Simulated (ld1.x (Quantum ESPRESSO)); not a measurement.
# Building the TM potential for Be (Z = 4) (revPBE, scalar-relativistic).

```
Element                 : beryllium (Be)
Generator               : ld1.x (Quantum ESPRESSO) 7.5
Type                    : norm-conserving Troullier–Martins (Kleinman–Bylander form)
Functional              : revPBE
Relativity              : scalar-relativistic
Frozen core             : [He]
Valence charge          : 2
Reference configuration : 2s2 2p0
Partial waves           : 2p (bound, empty): rc 4.20 bohr; 3d channel at 0.4 Ry: rc 4.25 bohr; 2s (bound): rc 1.65 bohr
Local potential         : the s channel
Core correction         : Bessel-smoothed model core inside 1.45 bohr
```

All-electron outer shells of the reference configuration (revPBE, scalar-relativistic, ld1.x):

| shell | level (eV) | outermost node (bohr) | outermost maximum (bohr) |
| --- | --- | --- | --- |
| 1s | -106.34 | – | 0.27 |
| 2s | -5.62 | 0.59 | 2.04 |
| 2p | -1.99 | – | 2.31 |

Problem. Estimate the cutoffs (Ry, on a coarse ladder) from which the occupation-weighted sum of valence levels, in a spherical-Bessel basis at the reference potential, stays within 10 and 1 mRy of its value at 400 Ry.

Solution. 10 Ry and 30 Ry.

Problem. What does a ghost test show?

Solution. No extra level below or beside the all-electron valence levels (p, d, s, f tested).

Problem. Tests: 2s1 2p0; 2s1.5 2p0; 2s1 2p1; 2s0 2p1; 2s0 2p2. Which has the largest error in its energy relative to the reference configuration, and how large is it?

Solution. 2s0 2p1, with -193 meV (all-electron minus pseudo) on +13.51 eV.
